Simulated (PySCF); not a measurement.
Cl4Se (SMILES Cl[Se](Cl)(Cl)Cl), singlet, geometry from GFN2-xTB; PySCF with M062X/STO-3G.

PySCF was given this input:
```python
from pyscf import gto, scf, dft

mol = gto.M(
    atom='''
Se   -0.003007    0.004701    0.442483
Cl    1.061722   -1.326566   -0.820968
Cl    1.812304    1.458836    0.396540
Cl   -1.050276    1.308670   -0.863321
Cl   -1.817736   -1.450343    0.402783
''',
    basis='sto-3g',
    charge=0,
    spin=0,
    verbose=4,
)

mf = dft.RKS(mol)
mf.xc = 'm062x'
mf.conv_tol = 1e-7
mf.kernel()
mf.analyze()
```

### Question
Write the output that PySCF gives for this input, abridged.

### Answer

```
PySCF version 2.14.0

[INPUT] verbose = 4
[INPUT] num. atoms = 5
[INPUT] num. electrons = 102
[INPUT] charge = 0
[INPUT] spin (= nelec alpha-beta = 2S) = 0
[INPUT] symmetry False subgroup None
[INPUT] Mole.unit = angstrom
[INPUT] Symbol           X                Y                Z      unit          X                Y                Z       unit  Magmom
[...]
nuclear repulsion = 824.779331769026
number of shells = 28
number of NR pGTOs = 162
number of NR cGTOs = 54
basis = sto-3g
ecp = {}

******** <class 'pyscf.dft.rks.RKS'> ********
method = RKS
initial guess = minao
damping factor = 0
level_shift factor = 0
DIIS = <class 'pyscf.scf.diis.CDIIS'>
diis_start_cycle = 1
diis_space = 8
diis_damp = 0
SCF conv_tol = 1e-07
SCF conv_tol_grad = None
SCF max_cycles = 50
direct_scf = True
direct_scf_tol = 1e-13
XC library pyscf.dft.libxc version 7.1.2
    S. Lehtola, C. Steigemann, M. J. T. Oliveira, and M. A. L. Marques,  SoftwareX 7, 1–5 (2018)
XC functionals = m062x
    Y. Zhao and D. G. Truhlar,  Theor. Chem. Acc. 120, 215 (2008)
    Y. Zhao and D. G. Truhlar,  Theor. Chem. Acc. 120, 215 (2008)
radial grids:
    Treutler-Ahlrichs [JCP 102, 346 (1995); DOI:10.1063/1.469408] (M4) radial grids

becke partition: Becke, JCP 88, 2547 (1988); DOI:10.1063/1.454033
pruning grids: <function nwchem_prune>
grids dens level: 3
symmetrized grids: False
atomic radii adjust function: <function treutler_atomic_radii_adjust>
small_rho_cutoff = 0
Set gradient conv threshold to 0.000316228
Initial guess from minao.
tot grids = 95944
init E= -4191.73866357506
[...]
cycle= 1 E= -4195.60789801842  delta_E= -3.87  |g|= 0.29  |ddm|= 3.45
[...]
cycle= 2 E= -4195.63278787005  delta_E= -0.0249  |g|= 0.187  |ddm|= 1.36
[...]
cycle= 3 E= -4195.65332318954  delta_E= -0.0205  |g|= 0.0248  |ddm|= 0.579
[...]
cycle= 4 E= -4195.65370262455  delta_E= -0.000379  |g|= 0.0032  |ddm|= 0.0743
[...]
cycle= 5 E= -4195.65371655431  delta_E= -1.39e-05  |g|= 0.001  |ddm|= 0.0192
[...]
cycle= 6 E= -4195.65371934025  delta_E= -2.79e-06  |g|= 0.000169  |ddm|= 0.012
[...]
cycle= 7 E= -4195.65371942058  delta_E= -8.03e-08  |g|= 2.32e-05  |ddm|= 0.00232
[...]
Extra cycle  E= -4195.65371942188  delta_E= -1.3e-09  |g|= 9.04e-06  |ddm|= 0.00019
converged SCF energy = -4195.65371942188
**** SCF Summaries ****
Total Energy =                       -4195.653719421884489
Nuclear Repulsion Energy =             824.779331769026044
One-electron Energy =                -7481.426375802651819
Two-electron Energy =                 2460.993324611742082
Two-electron Coulomb Energy =         2661.660267124590973
DFT Exchange-Correlation Energy =     -200.666942512849005
HOMO-LUMO gap [eV] =                     5.957580141049964
**** MO energy ****
[...]
 ** Mulliken pop on meta-lowdin orthogonal AOs  **
 ** Mulliken pop  **
 ** Mulliken atomic charges  **
charge of    0Se =      0.79004
charge of    1Cl =     -0.08432
charge of    2Cl =     -0.31069
charge of    3Cl =     -0.08433
charge of    4Cl =     -0.31069
Dipole moment(X, Y, Z, Debye): -0.00042,  0.00071,  0.07042
```
